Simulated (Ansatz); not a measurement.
Species: CH7Si2, charge -1, multiplicity 1. It need not be the lowest isomer of its formula. Whether it binds its extra electron was not tested at this geometry. 
Geometry from a B3LYP-D3(BJ)/def2-TZVP (Ansatz, a program for electronic structure) optimisation:
SMILES: C[SiH-][SiH3]
```xyz
10

C     -1.8860    -0.3159     0.3216
Si    -0.4937     0.7994    -0.5247
Si     1.3797    -0.4927     0.1725
H     -1.6927    -0.5795     1.3659
H     -2.8475     0.2084     0.2809
H     -2.0100    -1.2476    -0.2410
H     -0.2976     1.7918     0.6344
H      2.7034     0.2020    -0.0165
H      1.4842    -1.0082     1.5929
H      1.5727    -1.7650    -0.6156
```
Charge -1, spin multiplicity 1.

Total electronic energies in hartree. Cores are frozen in the correlated levels unless marked. No spin-orbit coupling. No relativistic terms. CBS(X,Y): correlation extrapolated as X^-3; Hartree-Fock from the larger set. The bracket is a focal-point correction in the basis named.

| level | program | energy (Eh) |
|---|---|---|
| HF/STO-3G | Ansatz | -612.50724 |
| HF/6-31G | Ansatz | -619.65555 |
| HF/aug-cc-pV(D+d)Z | Ansatz | -619.79544 |
| HF/cc-pV(D+d)Z | Ansatz | -619.78708 |
| RI-HF/aug-cc-pV(Q+d)Z | Ansatz | -619.83614 |
| PBE-D3(BJ)/def2-TZVPD | Ansatz + dftd3 | -620.97993 |
| PBE-D4/def2-TZVPD | Ansatz + dftd4 | -620.98151 |
| BLYP/def2-TZVPD | Ansatz | -621.29576 |
| B3LYP-D3(BJ)/def2-TZVPD | Ansatz + dftd3 | -621.40481 |
| PBE0/STO-3G | Ansatz | -613.67603 |
| PBE0/6-31G* | Ansatz | -620.96246 |
| PBE0-D4/def2-TZVPD | Ansatz + dftd4 | -621.04677 |
| PBE0/def2-TZVPD | Ansatz | -621.03883 |
| PBE0/def2-QZVPP | Ansatz | -621.06157 |
| wB97M-V/def2-TZVPD | Ansatz | -621.25183 |
| B2PLYP-D4/def2-TZVPD | Ansatz + dftd4 | -621.04725 |
| MP2/cc-pV(D+d)Z | Ansatz | -620.15443 |
| MP2/cc-pV(Q+d)Z | Ansatz | -620.32072 |
| SCS-MP2/aug-cc-pV(T+d)Z | Ansatz | -620.31211 |
| CCSD/cc-pV(T+d)Z | Ansatz | -620.33517 |
| CCSD(T)/cc-pwCVTZ | Ansatz | -620.36006 |
| RI-MP2/CBS(aug-cc-pV(T+d)Z,aug-cc-pV(Q+d)Z)+[CCSD(T)-MP2]/aug-cc-pV(Q+d)Z | Ansatz | -620.4156 |
| CCSD(T)/CBS(aug-cc-pV(T+d)Z,aug-cc-pV(Q+d)Z) | Ansatz | -620.4120 |

Totals of different functionals don't rank their quality; only differences between species are comparable.
